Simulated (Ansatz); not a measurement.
```yaml
crystal:
  periodic: [false, false, false]
  atoms:
    - {symbol: O, position_ang: [-1.115128, 1.471252, -0.614869]}
    - {symbol: Al, position_ang: [-0.160390, 1.109476, 0.494164]}
    - {symbol: Sb, position_ang: [0.572992, -1.741308, 0.782541]}
    - {symbol: Cl, position_ang: [-0.753033, -2.066119, -1.008598]}
    - {symbol: H, position_ang: [-1.431193, 0.570529, -1.113374]}
    - {symbol: H, position_ang: [0.338072, 2.082880, 1.473439]}
    - {symbol: H, position_ang: [2.047391, -1.139636, -0.080239]}
basis:
  gaussian: {orbitals: def2-TZVPD}
hamiltonian: {xc: {name: wB97M-V}, pseudopotentials: {relativity: scalar}}
relax: {f_tol: 0.0001, max_steps: 1}
```

```sh
$ ansatz run in.yaml --threads 2 --pin off --events-out ev --progress --plain --max-ram 4352MiB
```

Shortened log:

```
Functional definition: wB97M-V
1353 factors; their error is unknown
464 factors; integrals over basis functions are off by at most 1.8e-6 eV
mean field evaluation 1: about -27793.6821 eV, gradient 5.6e1 eV
mean field evaluation 2: about -27790.1008 eV, gradient 7.3e1 eV
mean field evaluation 4: about -27799.0463 eV, gradient 1.7e0 eV
mean field evaluation 8: about -27799.0583 eV, gradient 1.2e-1 eV
mean field evaluation 16: about -27799.1735 eV, gradient 8.8e-4 eV
mean field -27799.17354749 eV, -1021.6007849137 hartree, gradient 2.9e-5 eV, S^2 0.000000; 0 other end points of the search recorded, 0 dependent functions left out
reference -27799.17362432 eV, -1021.6007877372 hartree; 32, 32 occupied and 180, 180 virtual orbitals, 1353 factors
relax step   1: F+E_penalty+E_count = -27799.17354749 eV  Δ(F+E_penalty+E_count) = +0.000e0 eV  max|allowed force component| = 8.196e0 eV/Å  Δτ_max = 0.0000 Å  (34 SCF iters, accepted)
Error: geometry relaxation did not converge after 1 steps: max|allowed force component| = 8.20e0 eV/Å (threshold 1.0e-4). Raise `relax.max_steps` over both its present limit and 1, loosen `relax.f_tol`, or start from a geometry closer to equilibrium. Where this run's directory can be resumed (`checkpoint.write`), a resume goes on for up to `relax.max_steps` more
```

Question: Something in this input is off. What?

Answer: The relaxation is allowed too few steps for its threshold. The calculation stopped without meeting its thresholds.
